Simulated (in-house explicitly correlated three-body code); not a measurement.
Computed with an exponentially correlated three-body code. Model: two electrons around a point charge, non-relativistic, variational in 260 exponentially correlated functions (energies converged to about 1e-7 hartree, or 1e-8 relative for large Z).

For two electrons in a singlet the Kohn-Sham orbital is the square root of half the density, so the exact Kohn-Sham potential and energy parts follow from the density alone, and exchange is minus half the Hartree energy. The Kohn-Sham level equals minus the binding energy of the second electron.

Command:
```bash
python run_hyl.py task.json out
```
Settings (lengths in bohr, energies in hartree):
```
Z                      1.12
interaction_strength   1
functions              260
states_tried           13
```

Time taken, with all properties: 39 s on 1 thread of Arm Neoverse V1, on a shared host.

**Converged states only, values per electron or pair.**

Given: nuclear charge 1.12.

```json
{"term": "1 1S", "mean r (bohr)": "2.1372", "mean r squared (bohr²)": "6.8776", "mean inverse r (1/bohr)": "0.80699", "mean r12 (bohr)": "3.4153", "mean inverse r12 (1/bohr)": "0.3943", "mean cosine": "-0.10222", "mean p1 dot p2 (bohr⁻²)": "0.048253", "delta r1 (bohr⁻³)": "0.24565", "delta r12 (bohr⁻³)": "0.0059134"}
{"term": "2 3S", "mean r (bohr)": "10.533", "mean r squared (bohr²)": "243.09", "mean inverse r (1/bohr)": "0.59328", "mean r12 (bohr)": "19.795", "mean inverse r12 (1/bohr)": "0.065351", "mean cosine": "-0.0074867", "mean p1 dot p2 (bohr⁻²)": "0.00026937", "delta r1 (bohr⁻³)": "0.22395", "delta r12 (bohr⁻³)": "-"}
{"term": "2 3P", "mean r (bohr)": "21.258", "mean r squared (bohr²)": "1020.8", "mean inverse r (1/bohr)": "0.57523", "mean r12 (bohr)": "41.205", "mean inverse r12 (1/bohr)": "0.030485", "mean cosine": "-0.0017936", "mean p1 dot p2 (bohr⁻²)": "-4.1517e-05", "delta r1 (bohr⁻³)": "0.22359", "delta r12 (bohr⁻³)": "-"}
{"term": "3 3P", "mean r (bohr)": "?", "mean r squared (bohr²)": "?", "mean inverse r (1/bohr)": "?", "mean r12 (bohr)": "?", "mean inverse r12 (1/bohr)": "?", "mean cosine": "?", "mean p1 dot p2 (bohr⁻²)": "?", "delta r1 (bohr⁻³)": "?", "delta r12 (bohr⁻³)": "-"}
{"term": "4 3S", "mean r (bohr)": "66.946", "mean r squared (bohr²)": "9941.9", "mean inverse r (1/bohr)": "0.56537", "mean r12 (bohr)": "132.56", "mean inverse r12 (1/bohr)": "0.010661", "mean cosine": "-0.00043821", "mean p1 dot p2 (bohr⁻²)": "1.5603e-05", "delta r1 (bohr⁻³)": "0.22363", "delta r12 (bohr⁻³)": "-"}
```

**Question.** What belongs in the row 3 3P?

**Answer.** mean r (bohr): 52.383; mean r squared (bohr²): 6167.2; mean inverse r (1/bohr): 0.56674; mean r12 (bohr): 103.44; mean inverse r12 (1/bohr): 0.013493; mean cosine: -0.00053265; mean p1 dot p2 (bohr⁻²): -1.4243e-05; delta r1 (bohr⁻³): 0.22359.

**Electric-dipole lines between converged S and P states, rate of the upper state's decay.**

```json
{"s state": "2 3S", "p state": "2 3P", "p minus s (eV)": "0.075832", "oscillator strength from s": "0.77227", "rate (1/s)": "64234"}
{"s state": "2 3S", "p state": "3 3P", "p minus s (eV)": "0.10331", "oscillator strength from s": "0.072707", "rate (1/s)": "11224"}
{"s state": "4 3S", "p state": "2 3P", "p minus s (eV)": "?", "oscillator strength from s": "?", "rate (1/s)": "?"}
{"s state": "4 3S", "p state": "3 3P", "p minus s (eV)": "-0.0034178", "oscillator strength from s": "-0.80748", "rate (1/s)": "409.3"}
```

**Question.** What belongs in the row 4 3S 2 3P?

**Answer.** p minus s (eV): -0.030897; oscillator strength from s: -0.003096; rate (1/s): 128.24.

**Exact Kohn-Sham parts of the ground state from its density.**

Computed: total energy -0.706682512 hartree; Kohn-Sham kinetic 0.67691 hartree; Hartree energy 0.92938 hartree; exchange energy -0.46469 hartree; DFT correlation energy -0.040616 hartree; potential part of the DFT correlation energy -0.070391 hartree; exact minus restricted Hartree-Fock -0.039708 hartree; Kohn-Sham level -2.1628 eV; dipole polarisability 55.715 bohr³; C6 of two such species 312.48 hartree·bohr⁶.

**Question.** What is the restricted Hartree-Fock level?

**Answer.** -2.6505 eV.

**Question.** What is the kinetic part of the DFT correlation energy?

**Answer.** 0.029775 hartree.

**Density and exact potentials over r, pair density (one pair, times 4 pi r12^2) and exact minus Kohn-Sham pair density over r12.**

| radius (bohr) | radial density (electrons/bohr) | exchange potential (hartree) | intracule density (1/bohr) | Coulomb hole against Kohn-Sham (1/bohr) | correlation potential (hartree) |
| --- | --- | --- | --- | --- | --- |
| 0.205 | 0.16484 | -0.78969 | 0.0036826 | -0.007256 | -0.062 |
| 0.245 | 0.2158 | -0.78329 | 0.0053853 | -0.01007 | -0.057 |
| 0.292 | 0.27689 | -0.77492 | 0.0078388 | -0.01378 | -0.052 |
| 0.347 | 0.34744 | -0.76417 | 0.011343 | -0.01855 | -0.045 |
| 0.414 | 0.42883 | -0.74999 | 0.016539 | -0.0248 | -0.037 |
| 0.493 | 0.51499 | -0.73217 | 0.023949 | -0.0324 | -0.027 |
| 0.587 | ? | ? | ? | ? | ? |
| 0.699 | 0.67817 | -0.68296 | 0.049201 | -0.05086 | -0.002 |
| 0.833 | 0.73753 | -0.65062 | 0.069358 | -0.05996 | 0.011 |
| 0.992 | 0.76878 | -0.61326 | 0.095745 | -0.0665 | 0.024 |
| 1.18 | ? | ? | ? | ? | ? |
| 1.41 | 0.72348 | -0.52454 | 0.16738 | -0.06117 | 0.043 |
| 1.68 | 0.64864 | -0.47564 | 0.20725 | -0.04507 | 0.046 |
| 2 | 0.55035 | -0.42576 | 0.24177 | -0.02103 | 0.043 |
| 2.38 | 0.44092 | -0.37633 | 0.26228 | 0.00585 | 0.036 |
| 2.83 | 0.33274 | -0.3289 | 0.26056 | 0.02782 | 0.026 |
| 3.38 | 0.23258 | -0.28335 | 0.23202 | 0.03825 | 0.016 |
| 4.02 | 0.15161 | -0.24277 | 0.18259 | 0.0348 | 0.008 |
| 4.79 | 0.089593 | -0.2062 | 0.12367 | 0.02249 | 0.003 |
| 5.71 | 0.04717 | -0.17415 | 0.070638 | 0.009422 | 0.001 |
| 6.8 | 0.021734 | -0.14673 | 0.033562 | 0.001365 | 0 |
| 8.1 | 0.0084864 | -0.12337 | 0.012995 | -0.001297 | 0 |
| 9.65 | 0.0027181 | -0.10361 | 0.0040356 | -0.001152 | 0 |

**Question.** What belongs in the row 0.587?

**Answer.** radial density (electrons/bohr): 0.60079; exchange potential (hartree): -0.71; intracule density (1/bohr): 0.034478; Coulomb hole against Kohn-Sham (1/bohr): -0.04128; correlation potential (hartree): -0.015.

**Question.** What belongs in the row 1.18?

**Answer.** radial density (electrons/bohr): 0.76525; exchange potential (hartree): -0.57145; intracule density (1/bohr): 0.12843; Coulomb hole against Kohn-Sham (1/bohr): -0.06787; correlation potential (hartree): 0.035.

The correlation energy of density-functional theory lies 0.91 millihartree below exact minus Hartree-Fock, because the Hartree-Fock density, unlike the exact one, minimises the Hartree-Fock energy.
